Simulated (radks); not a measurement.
Effect of the nuclear size on the neodymium ion Nd37+, [Ar] 3d5. Calculated with a radial shooting solver on a logarithmic mesh with Libxc functionals: Dirac Kohn-Sham, PBE, spin-unpolarised, spherical densities, finite nucleus; open shells fill j = l - 1/2 first; Fermi nuclear charge, rms radius 4.9123 fm. The rms radius is varied about that value; shifts are against it.

rms radius (fm)  total energy shift (eV)  density at nucleus (e/bohr^3)  1s1/2 shift (meV)  2s1/2 shift (meV)  3s1/2 shift (meV)  3p1/2 shift (meV)  3d5/2 shift (meV)  4s1/2 (empty) shift (meV)  4p1/2 (empty) shift (meV)
4.3572                             -2.76                      4.648e+05              -1150               -144              -33.6              0.542               1.50                      -11.7                      0.108
4.6962                             -1.11                      4.572e+05               -459              -57.9              -13.4              0.217              0.601                      -4.70                      0.043
4.9123                                 0                      4.526e+05              0.000              0.000              0.000              0.000              0.000                      0.000                      0.000
5.212                               1.60                      4.467e+05                663               83.6               19.4             -0.312             -0.869                       6.79                     -0.062
5.4232                              2.77                      4.428e+05               1150                145               33.7             -0.541              -1.50                       11.8                     -0.108

Slopes of the eigenvalues against <r^2> in GHz/fm^2, as finite differences over the two radii next to the reference (eigenvalue slopes, not the field-shift constants of lines): 1s1/2 53100, 2s1/2 6690, 3s1/2 1560, 3p1/2 -25.0, 3d5/2 -69.6, 4s1/2 (empty) 544, 4p1/2 (empty) -5.00.
